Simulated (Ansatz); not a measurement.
A made-up structure of SiH$_{3}$TeO (charge -1), closed shell:

| atom | x (Å) | y (Å) | z (Å) |
| --- | --- | --- | --- |
| O1 | 1.2314 | -2.1043 | 1.3760 |
| Te2 | -0.2710 | -1.8712 | 0.2726 |
| Si3 | -0.2237 | 0.5607 | -0.2943 |
| H4 | -1.3978 | 0.8678 | -1.1801 |
| H5 | 1.9662 | -1.8351 | 1.9491 |
| H6 | -0.3273 | 1.5077 | 0.8667 |

It is relaxed with PBE-D4/def2-SVPD and then PBE0-D4/def2-TZVPD (Ansatz 0.2.0). Atoms count as bonded within 1.22 times the sum of their covalent radii (H–H: 0.88 Å). The end point is not checked to be a true minimum.

(1) Does its bonding change? (Judge from chemistry; the calculation decides.)

Answers

(1) The calculation gives: No: no bond forms or breaks.

Where it ends: The first stage lowers the energy by 1.91 eV in 14 steps. It ends as SiH₃TeO ([OH][Te][SiH2]), total charge -1:
```xyz
6
angstrom
O 1.2866 -2.2663 1.3187
Te -0.6289 -1.7250 0.9265
Si 0.0859 0.5510 0.0770
H -0.6737 0.5951 -1.2445
H 1.7696 -1.4734 1.0420
H -0.8618 1.4442 0.8702
```

Labels in which every atom is bracketed show which atoms are joined, not bond orders.

For scale, one of the runs: PBE0-D4/def2-TZVPD relaxation, 169 basis functions, launched by `ansatz run in.yaml --threads 2 --pin off --events-out ev --progress --plain --max-ram 4352MiB`. The run took about 30 s on 2 CPU threads of an Arm Neoverse V2 (shared host).
